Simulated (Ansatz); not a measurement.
Si2O3. Total charge 0; singlet. Geometry PBE-D4/def2-SVP.

Cartesian coordinates in Å:
```
Si -1.3782 2.0807 0.3615
Si 0.5021 -0.7564 -0.1306
O 1.6369 -0.6100 0.9181
O -0.2328 -1.4991 -1.2784
O -0.5280 0.7850 0.1294
```

B3LYP takes the VWN-RPA correlation. The structure comes from a short search, and lower isomers may exist.

(1) Estimate the orbital energies around the gap (eV) in Ansatz with HF/6-31G, PBE-D4/def2-SVP, PBE-D4/def2-TZVP, B3LYP-D4/6-31G, PBE0-D4/def2-TZVP.

## Answers

(1) 
| orbital | HF/6-31G | PBE-D4/def2-SVP | PBE-D4/def2-TZVP | B3LYP-D4/6-31G | PBE0-D4/def2-TZVP |
| --- | --- | --- | --- | --- | --- |
| HOMO−9 | -21.87 | -14.75 | -14.87 | -16.77 | -16.85 |
| HOMO−8 | -16.63 | -10.67 | -10.77 | -12.22 | -12.45 |
| HOMO−7 | -16.51 | -10.51 | -10.62 | -12.06 | -12.31 |
| HOMO−6 | -15.40 | -10.32 | -10.53 | -11.76 | -12.03 |
| HOMO−5 | -14.18 | -8.61 | -8.98 | -10.11 | -10.48 |
| HOMO−4 | -12.33 | -7.23 | -7.60 | -8.55 | -8.98 |
| HOMO−3 | -12.31 | -7.00 | -7.25 | -8.50 | -8.56 |
| HOMO−2 | -11.74 | -6.28 | -6.60 | -7.66 | -7.97 |
| HOMO−1 | -10.76 | -5.82 | -6.25 | -6.77 | -7.50 |
| HOMO | -10.47 | -5.66 | -6.06 | -6.75 | -7.37 |
| LUMO | -1.38 | -4.62 | -4.85 | -4.36 | -4.22 |
| LUMO+1 | -1.28 | -4.50 | -4.72 | -4.27 | -4.12 |
| LUMO+2 | 2.16 | -1.56 | -2.11 | -1.16 | -1.29 |
| LUMO+3 | 3.97 | -0.26 | -0.83 | 0.24 | 0.17 |
| LUMO+4 | 4.17 | 0.20 | -0.16 | 0.52 | 0.91 |
| LUMO+5 | 5.89 | 2.65 | 2.16 | 3.00 | 2.84 |
